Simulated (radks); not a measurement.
The numbers below are computed, except where a source is named.
Spherical quantum dot in the effective-mass picture: electrons in a hard-walled sphere of radius 9.71, all in effective atomic units (hartree* = m*/eps^2 hartree, bohr* = eps/m* bohr), one dielectric constant everywhere. Level of theory: non-relativistic Kohn-Sham, LDA (Slater exchange, Perdew-Wang correlation), spin-polarised, spherical densities (a radial shooting solver with Libxc functionals). Levels are named by radial order and angular momentum (1s, 1p, 1d, 2s, ...), and open shells are averaged over m. Results are scaled to m* = 0.048 and eps = 11.6, for which hartree* = 9.707 meV and bohr* = 12.79 nm.

N = 24, configuration 1s2 1p6 1d10 1f(up 6, down 0). This is the lowest configuration that the search found. Occupied and some empty levels:

level    occupation  eigenvalue (meV)  <r> (nm)
1s up             1            28.459     94.78
1p up             3            28.650     95.44
1s down           1            28.665     94.41
1p down           3            28.859     95.16
1d up             5            29.021     96.37
1d down           5            29.233     96.18
1f up             6            29.560     97.38
1f down           0            29.775     97.25
1g up             0            30.259     98.38
1g down           0            30.475     98.30
2s up             0            31.457     59.09
2s down           0            31.517     58.35
2p up             0            32.114     67.36
2p down           0            32.196     66.85
2d up             0            33.000     72.83
2d down           0            33.100     72.45

Energy (meV): total 363.145, kinetic 59.279, external 0, Hartree 348.66, exchange-correlation -44.795.
